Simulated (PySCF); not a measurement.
Isomers of C7H9F3.

All values: PBE0/pcSseg-1 (PySCF) at GFN2-xTB geometries, gas phase, one conformer each.

(1) Rank by the highest Hirshfeld charge on any atom, lowest value first.
A. `[CH2:1]=[C:2]1[CH2:3][C@@H:4]([F:5])[C@:6]([F:7])([CH2:8][F:9])[CH2:10]1` with C4–C6–C8–F9 -63°, C1–C2–C3–C4 -167°, C2–C3–C4–F5 -153°, C3–C4–C6–F7 -78°, C4–C6–C10–C2 -30°
B. `C[C@]12C[C@](C(F)(F)F)(C1)C2`
C. `[F:1][C@H:2]1[CH2:3][CH:4]=[C:5]([CH:6]([F:7])[F:8])[CH2:9][CH2:10]1` with C4–C5–C6–F7 -115°, F1–C2–C3–C4 81°, C2–C3–C4–C5 8°, C4–C5–C9–C10 20°, C5–C9–C10–C2 -50°

(2) Rank by the highest IAO charge on any atom, highest value first.
A. `C[C@]12C[C@](C(F)(F)F)(C1)C2`
B. `[F:1][C@H:2]1[CH2:3][CH:4]=[C:5]([CH:6]([F:7])[F:8])[CH2:9][CH2:10]1` with C4–C5–C6–F7 -115°, F1–C2–C3–C4 81°, C2–C3–C4–C5 8°, C4–C5–C9–C10 20°, C5–C9–C10–C2 -50°
C. `[CH2:1]=[C:2]1[CH2:3][C@@H:4]([F:5])[C@:6]([F:7])([CH2:8][F:9])[CH2:10]1` with C4–C6–C8–F9 -63°, C1–C2–C3–C4 -167°, C2–C3–C4–F5 -153°, C3–C4–C6–F7 -78°, C4–C6–C10–C2 -30°

Answers

(1) A (+0.087 e), C (+0.146 e), B (+0.255 e).

(2) A (+0.798 e), B (+0.443 e), C (+0.285 e).

All values together:

```json
{"SMILES": "C[C@]12C[C@](C(F)(F)F)(C1)C2", "μ (D)": "3.08", "HOMO (eV)": "-9.11", "LUMO (eV)": "1.32", "lowest IAO charge (e)": "-0.437 (C)", "highest IAO charge (e)": "+0.798 (C)", "lowest Hirshfeld charge (e)": "-0.118 (C)", "highest Hirshfeld charge (e)": "+0.255 (C)"}
{"SMILES": "CCCCC#CC(F)(F)F", "μ (D)": "3.82", "HOMO (eV)": "-8.51", "LUMO (eV)": "0.06", "lowest IAO charge (e)": "-0.416 (C)", "highest IAO charge (e)": "+0.807 (C)", "lowest Hirshfeld charge (e)": "-0.115 (C)", "highest Hirshfeld charge (e)": "+0.264 (C)"}
{"SMILES": "FC(F)C1=CC[C@H](F)CC1", "μ (D)": "2.00", "HOMO (eV)": "-7.59", "LUMO (eV)": "-0.05", "lowest IAO charge (e)": "-0.338 (F)", "highest IAO charge (e)": "+0.443 (C)", "lowest Hirshfeld charge (e)": "-0.116 (F)", "highest Hirshfeld charge (e)": "+0.146 (C)"}
{"SMILES": "C=C1C[C@@H](F)[C@](F)(CF)C1", "μ (D)": "1.60", "HOMO (eV)": "-7.44", "LUMO (eV)": "-0.12", "lowest IAO charge (e)": "-0.342 (C)", "highest IAO charge (e)": "+0.285 (C)", "lowest Hirshfeld charge (e)": "-0.117 (C)", "highest Hirshfeld charge (e)": "+0.087 (C)"}
```

Conformers: `[CH3:1][CH2:2][CH2:3][CH2:4][C:5]#[C:6][C:7]([F:8])([F:9])[F:10]` with C1–C2–C3–C4 180°, C2–C3–C4–C5 65°; `[F:1][C@H:2]1[CH2:3][CH:4]=[C:5]([CH:6]([F:7])[F:8])[CH2:9][CH2:10]1` with C4–C5–C6–F7 -115°, F1–C2–C3–C4 81°, C2–C3–C4–C5 8°, C4–C5–C9–C10 20°, C5–C9–C10–C2 -50°; `[CH2:1]=[C:2]1[CH2:3][C@@H:4]([F:5])[C@:6]([F:7])([CH2:8][F:9])[CH2:10]1` with C4–C6–C8–F9 -63°, C1–C2–C3–C4 -167°, C2–C3–C4–F5 -153°, C3–C4–C6–F7 -78°, C4–C6–C10–C2 -30°.
